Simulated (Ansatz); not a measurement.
A single point on `O[Si](O)(O)[O][InH2]`.

```yaml
crystal:
  periodic: [false, false, false]
  atoms:
    - {symbol: O, position_ang: [0.020047, -0.933669, -0.784711]}
    - {symbol: Si, position_ang: [-0.212363, -0.191069, 0.718277]}
    - {symbol: O, position_ang: [0.596384, -0.938037, 1.926000]}
    - {symbol: O, position_ang: [-1.795106, -0.434367, 1.030638]}
    - {symbol: O, position_ang: [0.318127, 1.267187, 0.368114]}
    - {symbol: In, position_ang: [0.635046, 1.231757, -1.684639]}
    - {symbol: H, position_ang: [-0.553067, -1.661353, -1.033908]}
    - {symbol: H, position_ang: [1.483667, -0.612881, 2.086601]}
    - {symbol: H, position_ang: [-2.040486, -0.511675, 1.953295]}
    - {symbol: H, position_ang: [2.300572, 1.072378, -2.024467]}
    - {symbol: H, position_ang: [-0.752820, 1.711730, -2.555210]}
basis:
  gaussian: {orbitals: def2-TZVPP}
hamiltonian: {xc: pbe}
correlation: {method: rpa}
```

```sh
$ ansatz run in.yaml --threads 4 --pin off --events-out ev --progress --plain --max-ram 11315MiB
```

Output, abridged:

```
Functional definition: PBE
1926 factors; integrals over basis functions are off by at most 1.1e-3 eV
mean field evaluation 1: about -21296.0698 eV, gradient 1.2e2 eV
mean field evaluation 2: about -21296.0609 eV, gradient 1.2e2 eV
mean field evaluation 4: about -21304.8473 eV, gradient 7.9e1 eV
mean field evaluation 8: about -21318.3581 eV, gradient 1.1e0 eV
mean field evaluation 16: about -21318.3585 eV, gradient 7.7e-3 eV
mean field -21318.35846750 eV, -783.4352235783 hartree, gradient 6.5e-6 eV, S^2 0.000000; 0 other end points of the search recorded, 0 dependent functions left out
13 core orbitals not correlated: weight in the atoms' cores, before any rotation towards them, 1.000 or more for the frozen orbitals, at most 0.000 for the correlated occupied ones
reference -21246.89099868 eV, -780.8088425416 hartree; 23, 23 occupied and 250, 250 virtual orbitals, 1926 factors
Total energy: -21302.85830683 eV, -782.8656031802 hartree
```

Run time 8.5 s (4 threads of an Arm Neoverse V2 on a shared host); peak host memory 0.92 GiB.
